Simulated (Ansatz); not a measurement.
Program: Ansatz. Geometries: PBE0-D4/def2-TZVP. ΔE: electronic, gas phase. CBS: MP2 limit from def2 TZ/QZ plus the TZ coupled-cluster correction, frozen cores. This one scheme is used for every species. DFT in def2-TZVPP. For Br outer-core shells are correlated without core-valence functions, which leaves a few kJ/mol of doubt a bond. Scalar relativity is left out up to krypton. One conformer a species, not always the lowest.

Consider the formal hydrolysis of the Al–F bond: `[F][Al]([Cl])[Br]` + H₂O → `[OH][Al]([Cl])[Br]` + H–F.

| species | r2SCANh energy (Eh) |
| --- | --- |
| `[F][Al]([Cl])[Br]` | -3376.79763 |
| H₂O | -76.41862 |
| `[OH][Al]([Cl])[Br]` | -3352.75902 |
| H–F | -100.44147 |

Task: Work out ΔE.

Result: ΔE = (-3352.75902) + (-100.44147) − (-3376.79763) − (-76.41862) = 0.01576 Eh = +41.4 kJ/mol. CCSD(T)/CBS gives +41.7 kJ/mol.

Largest T1 diagnostic among the species: 0.009.

At CCSD(T), def2-SVP lies +3.6 kJ/mol from the extrapolated value and def2-TZVPP −2.6 kJ/mol. In def2-TZVPP, CCSD(T) changes the Hartree–Fock value by −5.7 kJ/mol (the triples alone add −1.0 kJ/mol) and MP2 by −7.3 kJ/mol. Leaving LDA and LC-ωPBE aside and taking each functional with its dispersion term where it has one, the values, not all of them listed here, spread over 6.1 kJ/mol, from HSE06-D4 to B97M-V. LDA lies −5.4 kJ/mol from PBE without D4.
